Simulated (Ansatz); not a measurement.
Consider the redistribution: `O[Si@@H]1C[C@@H](F)O1` + `[OH][Ti]([OH])([F])[F]` → `F[C@@H]1C[Si@@H](F)O1` + `[OH][Ti]([OH])([OH])[F]`.

Isolated molecules relaxed with PBE0-D4/def2-TZVP in Ansatz; ΔE leaves out vibrations. CCSD(T)/CBS is the MP2 limit (def2-TZVPP, def2-QZVPP) plus CCSD(T) − MP2 in def2-TZVPP, frozen cores. Functionals use def2-TZVPP. B3LYP here is the variant with VWN-RPA as its local correlation; programs differ in this. For Ti outer-core shells are correlated without core-valence functions, which leaves a few kJ/mol of doubt a bond. Scalar relativity is left out up to krypton. Each species was taken in one conformer, which may not be the lowest.

| level | ΔE (kJ/mol) | difference from CCSD(T)/CBS |
| --- | --- | --- |
| PBE-D4 | 14.8 | 9.6 |
| r2SCAN-D4 | 13.6 | 8.4 |
| PBE0-D4 | 13.0 | 7.8 |
| B3LYP-D4 | 10.9 | 5.7 |
| ωB97X-V | 13.7 | 8.5 |
| ωB97M-V | 12.2 | 7.0 |
| B2PLYP | 10.1 | 4.9 |
| PBE | 14.8 | 9.6 |
| r2SCAN | 13.6 | 8.4 |
| PBE0 | 13.0 | 7.8 |
| B3LYP | 10.8 | 5.6 |
| HF/def2-TZVPP | 8.9 | 3.7 |
| MP2/def2-TZVPP | 8.1 | 2.9 |
| SCS-MP2/def2-TZVPP | 8.3 | 3.1 |
| CCSD/def2-TZVPP | 8.6 | 3.4 |
| CCSD(T)/def2-TZVPP | 8.7 | 3.5 |
| HF/def2-QZVPP | 8.9 | 3.7 |
| MP2/def2-QZVPP | 6.0 | 0.8 |
| SCS-MP2/def2-QZVPP | 6.4 | 1.2 |
| HF/CBS(def2) | 8.9 | 3.7 |
| MP2/CBS(def2) | 4.6 | -0.6 |
| CCSD/CBS(def2) | 5.1 | -0.1 |
| CCSD(T)/CBS | 5.2 | 0 |

Largest T1 diagnostic among the species: 0.023, so the coupled-cluster value is less sure than usual.
